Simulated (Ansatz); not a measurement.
Ansatz (a quantum-chemistry and plane-wave program) input (RI-MP2/cc-pV(Q+d)Z):
A basis named .json is the Basis Set Exchange file of that set.

Ansatz 0.2 input:
```yaml
crystal:
  periodic: [false, false, false]
  atoms:
    - {symbol: C, position_ang: [-1.60188503, -0.38191352, 0.48038032]}
    - {symbol: N, position_ang: [-0.52759805, 0.62498875, 0.14812742]}
    - {symbol: Si, position_ang: [1.13232585, -0.13505595, -0.33412308]}
    - {symbol: H, position_ang: [-1.26228343, -0.98753889, 1.31650138]}
    - {symbol: H, position_ang: [-1.76869183, -1.01048116, -0.39041700]}
    - {symbol: H, position_ang: [-2.51747839, 0.14034601, 0.74499892]}
    - {symbol: H, position_ang: [-0.85875329, 1.22718984, -0.60910503]}
    - {symbol: H, position_ang: [-0.39670155, 1.24812258, 0.94830320]}
    - {symbol: H, position_ang: [1.97647604, 1.03623927, -0.60030858]}
    - {symbol: H, position_ang: [0.78762878, -0.93921672, -1.51236021]}
    - {symbol: H, position_ang: [1.49173827, -0.90731782, 0.86093660]}
basis:
  gaussian:
    orbitals: cc-pV_Q+d_Z.json
    fitting: {mean_field: def2-universal-jkfit, correlation: cc-pVQZ-RIFIT.json}
total_charge: 1
magnetization: {spin_polarized: false}
correlation: {method: mp2, electrons: outside_noble_gas}
```

End of the output:

```
integrals: 0.58 GiB planned
424 factors; integrals over basis functions are off by at most 5.9e0 eV
0.81 GiB of device memory are held for the factors and their scratch space
mean field: 1.36 GiB planned
mean field evaluation 1: about -10492.7537 eV, gradient 4.3e1 eV
mean field evaluation 2: about -10496.0675 eV, gradient 2.2e1 eV
mean field evaluation 4: about -10497.0710 eV, gradient 9.3e-1 eV
mean field evaluation 8: about -10497.0738 eV, gradient 1.2e-6 eV
mean field -10497.07383465 eV, -385.7603482513 hartree, gradient 1.2e-6 eV, S^2 0.000000; 0 other end points of the search recorded, 0 dependent functions left out
7 core orbitals not correlated
862 factors; their error is unknown
reference -10497.07383465 eV, -385.7603482513 hartree; 10, 10 occupied and 397, 397 virtual orbitals, 862 factors
second order -15.01106437 eV of doubles, -0.00000000 eV of singles
Total energy: -10512.08489903 eV, -386.3119946921 hartree
```

It need not be the lowest isomer of its formula.
